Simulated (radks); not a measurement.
Excited configurations of Ag III: one electron is placed in a higher orbital outside [Kr] 4d8. The ground configuration is [Kr] 4d9. Calculated with a radial shooting solver on a logarithmic mesh with Libxc functionals: scalar-relativistic Kohn-Sham, BLYP, spin-unpolarised, spherical densities, point nucleus. Excitation = E - E(ground); binding = E(ion) - E, where the ion is the core of charge +3; n* = 3/sqrt(2 binding) in atomic units, and the quantum defect is n - n*.

| outer orbital | excitation (eV) | binding (eV) | n* | quantum defect | eigenvalue (eV) |
|---|---|---|---|---|---|
| 4f | 28.008 | 8.074 | 3.894 | 0.106 | -6.173 |
| 5d | 24.128 | 11.955 | 3.200 | 1.800 | -9.545 |
| 6s | 23.843 | 12.239 | 3.163 | 2.837 | -10.437 |
| 6p | 25.947 | 10.136 | 3.476 | 2.524 | -8.568 |
| 7s | 28.808 | 7.275 | 4.103 | 2.897 | -6.181 |
| 7p | 29.833 | 6.249 | 4.427 | 2.573 | -5.323 |

The Delta-SCF ionisation energy is 36.082 eV (NIST Atomic Spectra Database: 34.8 eV, semi-empirical). Self-interaction in the functional shifts the binding energies and quantum defects, so they are the method's values and not measured ones. Spin polarisation and multiplet splitting are left out, so open shells lie too high by an amount that depends on their filling.

Beside tabulated values, note that spin-unpolarised runs miss the spin-polarisation part of the exchange energy of open shells.
